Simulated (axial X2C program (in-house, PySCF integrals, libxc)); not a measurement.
## Potential curves of CaI⁻, with spin–orbit coupling

Calculated with an in-house relativistic program for diatomic molecules. Two-component (2c) means X2C with spin–orbit coupling and atomic mean-field two-electron Coulomb and Gaunt terms. Basis: I dyall-acv3z [12s13p9d5f1g], Ca dyall-acv3z [12s13p7d5f] (cores contracted in-house); Gaussian nuclei, density fitting, unrestricted open shells. Masses: I 126.904 u, Ca 39.963 u.

State: Ω = 0 (closed shell). Energies in cm⁻¹ from the fragments at the same level (I- + Ca). Fits are polynomials in 1 − R0/R over 0.85 to 1.23 times the lowest point R0.

| R (Å) | CCSD | MP2 | HF |
| --- | --- | --- | --- |
| 2.7409 | -7702 | -7549 | -5990 |
| 2.8313 | -8832 | -8653 | -7186 |
| 2.9216 | -9498 | -9296 | -7907 |
| 3.0120 | -9821 | -9600 | -8279 |
| 3.1174 | -9885 | -9645 | -8395 |
| 3.2228 | -9714 | -9460 | -8273 |
| 3.3584 | -9275 | -9008 | -7895 |

Correlated methods: 10 electrons correlated (number of frozen shells: I 4 s, 3 p, 2 d; Ca 3 s, 2 p), 362 virtual spin orbitals or spinors in MP2.

One determinant describes the state; a PBE0 search over occupations chose it and may have missed a lower one. De is counted from the lowest determinant-based energies of the atoms at the same level, without counterpoise correction. CCSD ran in a truncated set of natural virtual spinors with an MP2 remainder; without triples it tends to underbind. The outer-core s and p shells of the metal are frozen in the correlated rows, which leaves out core–valence correlation; for alkali and alkaline-earth bonds that tends to lengthen them. With the outer-core shells frozen, correlated bond lengths of heavy atoms tend to come out a few hundredths of an ångström too long. Hartree–Fock gets electron affinities wrong, so its lowest charge split need not be the true one. Coupled cluster ran on the points near the minimum only. MP2 and coupled cluster on one determinant become unreliable at the stretched end.

(1) What are Re, ωe and De at the CCSD level?

(2) Fit the MP2 curve near its minimum: give the equilibrium distance, the harmonic wavenumber and the well depth.

(3) What are Re, ωe and De at the HF level?

Answers

(1) At CCSD, 2c: Re = 3.088 Å, ωe ≈ 161 cm⁻¹, De = 1.23 eV to I- + Ca; Be follows as 0.0582 cm⁻¹.

(2) At MP2, 2c: Re = 3.081 Å, ωe ≈ 162 cm⁻¹, De = 1.20 eV to I- + Ca; Be follows as 0.0584 cm⁻¹.

(3) At HF, 2c: Re = 3.109 Å, ωe ≈ 156 cm⁻¹, De = 1.04 eV to I- + Ca; Be follows as 0.0574 cm⁻¹.
